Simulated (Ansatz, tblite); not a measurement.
Forces on the cluster Nb3Te6⁺ at its r2SCAN-D4/def2-SVP geometry. Total charge 1; singlet.

In the def2 sets Nb, Te take a core potential; there is no spin–orbit coupling. The xTB rows come from tblite. The restricted singlet is unstable towards broken spin symmetry in Hartree–Fock (as tested in another run); at LDA (SPW92)/def2-TZVP this wasn't settled. The structure comes from a short search, and lower isomers may exist.

GFN1-xTB (tblite), largest force 2.15 eV/Å:

```xyz
9
positions Å, forces eV/Å
Nb   -0.461    1.100    0.058    1.495    0.215    1.527
Nb    1.370   -1.300    0.718   -1.328    0.764   -0.916
Nb   -2.170    0.603   -1.796   -1.510   -0.126   -1.500
Te    2.439    0.911   -0.155   -0.315    0.144   -0.078
Te   -3.104    1.086    0.662    0.065   -0.142    0.424
Te   -0.640   -1.498   -1.289    0.590   -0.462    0.353
Te   -0.281    2.428   -2.298    0.447    0.041    0.017
Te    3.017   -3.004    1.518    0.727   -0.644    0.402
Te   -0.170   -0.326    2.582   -0.172    0.209   -0.230
```

GFN2-xTB (tblite), largest force 3.89 eV/Å:

```
Nb 2.924 -0.819 2.424
Nb -1.425 0.758 -1.004
Nb -1.762 1.037 -1.216
Te -1.458 -0.115 0.903
Te 0.394 0.239 -1.449
Te 1.345 -0.443 1.081
Te -1.352 -0.591 0.374
Te 0.670 -0.948 0.210
Te 0.664 0.882 -1.324
```

LDA (SPW92)/def2-TZVP (Ansatz), largest force 0.73 eV/Å:

```
Nb -0.165 -0.265 -0.273
Nb -0.228 0.291 -0.084
Nb 0.520 0.049 0.517
Te -0.468 -0.317 0.087
Te 0.537 -0.181 -0.319
Te 0.063 0.636 0.348
Te -0.138 -0.502 0.386
Te -0.264 0.318 -0.108
Te 0.143 -0.029 -0.555
```
